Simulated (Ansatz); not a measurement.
# Abstraction of Cl: CH2BrCl + InH2 → CH2Br + InH2Cl

Species: CH2BrCl (bromochloromethane) `ClCBr`, singlet; InH2 `[InH2]`, doublet; CH2Br `[CH2]Br`, doublet; InH2Cl `[Cl][InH2]`, singlet. A radical takes Cl: the energy is the difference in strength between the C–Cl bond broken and the In–Cl bond made.

Shapes, held fixed at every level: PBE0-D4/def2-TZVP. Programs: Ansatz 0.2.0. The zero-point and thermal change to 298 K, harmonic and unscaled (PBE0-D4/def2-TZVP), is -5.3 kJ/mol.

```
                level                   kind  ΔH(298 K) (kJ/mol)  less CCSD(T)/def2-TZVPP
         MP2/def2-SVP    perturbation theory               -76.5                     +6.0
          HF/def2-SVP           Hartree–Fock              -121.0                    -38.5
        HF/def2-TZVPP           Hartree–Fock              -116.3                    -33.8
     SPW92/def2-TZVPP                    LDA               -56.8                    +25.7
r2SCAN0-D4/def2-TZVPP          global hybrid               -93.5                    -11.0
    B2PLYP/def2-TZVPP          double hybrid               -83.0                     -0.5
   CCSD(T)/def2-TZVPP  coupled cluster or CI               -82.5                      0.0
```

The highest level, CCSD(T)/def2-TZVPP, gives ΔH(298 K) = -82.5 kJ/mol; the levels span -121.0 to -56.8. The column of differences is taken from that level and isn't an error. No measured value is set beside it here. Open shells run unrestricted. For atoms past krypton def2 sets carry core potentials with scalar relativity. Relativity is left out for Br. Outer-core shells of Br, In are correlated in most correlated rows, in sets that cover them unevenly.
